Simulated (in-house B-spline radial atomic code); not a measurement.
# Neutral gold: [Xe] 4f14 5d10 6s1

All numbers are computed (Dirac-Kohn-Sham AM05, spherical fractional occupations; Fermi nucleus of rms radius 5.4371 fm) with a radial B-spline atomic code at the basis-set limit, not measured.

Effective charges: Z_r = [3n² - l(l+1)]/(2<r>) from the radius, Z_e = n√(-2ε) from the energy, and Slater's rules. Values are occupation-weighted means over j. An effective charge above Z reflects the relativistic contraction of the inner shells.

```
shell  electrons   ε (eV)  <r> (bohr)    Z_r    Z_e  Slater
   1s          2   -80549     0.01688  88.86  76.94   78.70
   2s          2   -14203     0.07051  85.10  64.62   74.85
   2p          6   -12405      0.0637  78.49  60.39   74.85
   3s          2  -3351.6      0.1834  73.59  47.09   67.75
   3p          6  -2821.5      0.1841  67.89  43.20   67.75
   3d         10  -2199.5      0.1677  62.60  38.14   57.85
   4s          2  -726.63      0.4072  58.94  29.23   51.25
   4p          6  -550.63      0.4323  53.20  25.45   51.25
   4d         10  -324.79      0.4588  45.77  19.54   39.85
   5s          2  -108.09      0.9276  40.43  14.09   21.35
   4f         14  -80.967      0.4993  36.05   9.76   28.45
   5p          6  -60.853        1.07  34.11  10.57   21.35
   5d         10  -6.9216       1.621  21.29   3.57    7.85
   6s          1  -5.7596       2.848  18.96   3.90    3.70
```

The least bound orbital is 6s1/2 at -5.76 eV, and it is also the most diffuse (<r> = 2.848 bohr).

Spin-orbit splittings of the orbital energies (j = l + 1/2 above j = l - 1/2 when positive): 2p 1833 eV, 3p 404.5 eV, 3d 87.01 eV, 4p 97.2 eV, 4d 18.11 eV, 4f 3.815 eV, 5p 16.6 eV, 5d 1.538 eV.

For the 1s electron the small component carries 8.99 % of the norm, the zero-frequency Breit interaction raises the level by 302.6 eV, self-energy by 193.5 eV, and vacuum polarisation lowers it by 39.45 eV.
